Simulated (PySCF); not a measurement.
How good is the calculation?

Mapped SMILES: `[CH3:1][Si:2]([Cl:3])([Cl:4])[Si:5]([Cl:6])([Cl:7])[Cl:8]`. Hydrogens are named by the atom that carries them.

What is known from experiment: δ ²⁹Si Si2 14.0; Si5 -0.2 ppm (measured; solution; U. Herzog, Habilitationsschrift, TU Bergakademie Freiberg, 2002/2003).

A single conformation, equivalent nuclei averaged, no solvent model, non-relativistic. NMR shieldings at KT2/pcSseg-1/GIAO; structure optimised with PBE0-D3(BJ)/def2-SVP; PySCF.

**Question.** Set the calculated values beside the experiment.

**Answer.** 
Reference values: measured (solution; U. Herzog, Habilitationsschrift, TU Bergakademie Freiberg, 2002/2003).
| atoms | quantity | reference | computed |
| --- | --- | --- | --- |
| Si2 | δ ²⁹Si vs TMS | 14.0 | 34.3 |
| Si5 | δ ²⁹Si vs TMS | -0.2 | 27.4 |

Computed shifts are σ(ref) − σ with the named reference compound (TMS for H and C) calculated as an isolated molecule at the same level.

**Question.** How far are the unscaled ²⁹Si shifts from the references?

**Answer.** Mean signed difference +23.95 ppm, mean absolute 23.95 ppm over 2 comparisons; the largest is +27.6 ppm at Si5 (silicon bonded to 3 Cl, Si).
